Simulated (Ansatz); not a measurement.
Isolated molecules relaxed with PBE0-D4/def2-TZVP in Ansatz; ΔE leaves out vibrations. CCSD(T)/CBS is the MP2 limit (def2-TZVPP, def2-QZVPP) plus CCSD(T) − MP2 in def2-TZVPP, frozen cores. This one scheme is used for every species. Functionals use def2-TZVPP. B3LYP here is the variant with VWN-RPA as its local correlation; programs differ in this. For Ga outer-core shells are correlated without core-valence functions, which leaves a few kJ/mol of doubt a bond. Scalar relativity is left out up to krypton. Each species was taken in one conformer, which may not be the lowest.

`N[SiH2][GaH2]` + H–F → `F[SiH2][GaH2]` + NH₃  (ligand exchange at the Si–N bond)

CCSD(T)/CBS gives -79.9 kJ/mol.

(1) Another level gave -83.5 kJ/mol. Which?
A. r2SCAN0/def2-TZVPP
B. LDA (SPW92)/def2-TZVPP
C. PBE-QIDH/def2-TZVPP
D. B3LYP/def2-TZVPP

Largest T1 diagnostic among the species: 0.013.

Answers

(1) A. r2SCAN0 -83.5, LDA (SPW92) -73.5, B3LYP -90.9, PBE-QIDH -78.3 kJ/mol.

Leaving LDA and LC-ωPBE aside and taking each functional with its dispersion term where it has one, the values, not all of them listed here, spread over 15.7 kJ/mol, from B97M-V to revPBE-D4. LDA lies +8.5 kJ/mol from PBE without D4. In def2-TZVPP, CCSD(T) changes the Hartree–Fock value by +15.7 kJ/mol (the triples alone add +2.0 kJ/mol) and MP2 by +18.7 kJ/mol.
